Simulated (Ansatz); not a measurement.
Breaking the H–H spacing in H10 chain (multiplicity 1 held). Energies count from the point at 0.900 Å.
Geometry at that point (charge 0, multiplicity 1):
```xyz
10

H      0.0000     0.0000     0.0000
H      0.0000     0.0000     0.9000
H      0.0000     0.0000     1.8000
H      0.0000     0.0000     2.7000
H      0.0000     0.0000     3.6000
H      0.0000     0.0000     4.5000
H      0.0000     0.0000     5.4000
H      0.0000     0.0000     6.3000
H      0.0000     0.0000     7.2000
H      0.0000     0.0000     8.1000
```

Restricted levels (R-, RO-) in cc, def2 and unpolarised 6-31G sets keep to the state of the molecule at rest. Unrestricted levels (U-) break spin symmetry where that is lower. Left out are points that failed, MP2 points in a non-variational dive below the minimum, coupled-cluster points behind a sign of a changed root (a jump of the amplitudes, or a one-step jump against full CI or MRCI), small-basis points behind a change of solution, and semi-empirical points at long bonds. Levels need not reach the same state.

The values were computed with Ansatz (Gaussian basis) for Hartree–Fock, density functionals and correlated methods. 

Energies in kcal/mol.

| R (Å) | U-PBE/cc-pVTZ | R-B3LYP/cc-pVTZ | R-wB97X-V/cc-pVTZ | R-MP2/cc-pVTZ |
|---|---|---|---|---|
| 0.700 | 175.0 | 169.2 | 168.8 | 164.7 |
| 0.800 | 47.6 | 44.7 | 44.1 | 42.1 |
| 0.900 | 0.0 | 0.0 | 0.0 | 0.0 |
| 1.100 | 19.3 | 24.4 | 27.3 | 30.4 |
| 1.300 | 98.1 | 107.7 | 115.3 | 119.3 |
| 1.500 | 188.6 | 203.6 | 217.2 | 219.8 |
| 1.800 | 302.3 | 337.3 | 362.3 | 357.4 |
| 2.100 | 371.6 | 446.3 | 484.6 | 464.5 |
| 2.500 | 409.3 | 552.6 | 611.2 | 556.6 |
| 3.000 | 421.7 | 637.1 | 723.4 | left out |
| 3.600 | 424.4 | 692.9 | 811.4 | 576.8 |

Doubts at one or more of the structures used: a spin-contaminated determinant (U-PBE/cc-pVTZ); a restricted determinant that unrestricted orbitals would lower (R-B3LYP/cc-pVTZ, R-wB97X-V/cc-pVTZ, R-MP2/cc-pVTZ).

Ansatz is a quantum-chemistry and plane-wave program.
